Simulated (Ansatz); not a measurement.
`CC(C)[O][AlH][F]` at its PBE0-D4/def2-TZVP geometry, where that method's forces vanish. Total charge 0; spin multiplicity 1.

```xyz
14

C    -0.4355   -0.3879    1.2593
C    -0.0273    0.5602    0.1480
C     1.3347    1.1755    0.3940
O    -0.0022   -0.1016   -1.0968
Al   -0.8771   -1.2119   -1.9855
F    -2.3059   -1.8138   -1.4198
H    -1.4195   -0.8202    1.0626
H    -0.4783    0.1333    2.2186
H     0.2918   -1.2007    1.3465
H    -0.7696    1.3684    0.0891
H     1.3390    1.7490    1.3240
H     1.6062    1.8418   -0.4264
H     2.0946    0.3929    0.4659
H    -0.3508   -1.6850   -3.3795
```

(1) What forces (eV/Å) does PBE-D4/def2-TZVPP give on these atoms in Ansatz? (An estimate is asked.)

Results:

(1) The calculation gave: 
```
C1  -0.038 -0.020  0.052
C2  -0.006  0.103  0.226
C3   0.045  0.045  0.013
O4   0.255  0.066 -0.269
Al5  0.132 -0.101 -0.305
F6  -0.450 -0.197  0.163
H7  -0.189 -0.087 -0.029
H8  -0.011  0.093  0.199
H9   0.141 -0.160  0.021
H10 -0.163  0.179 -0.009
H11  0.013  0.115  0.178
H12  0.065  0.137 -0.156
H13  0.155 -0.150  0.018
H14  0.052 -0.024 -0.100
```
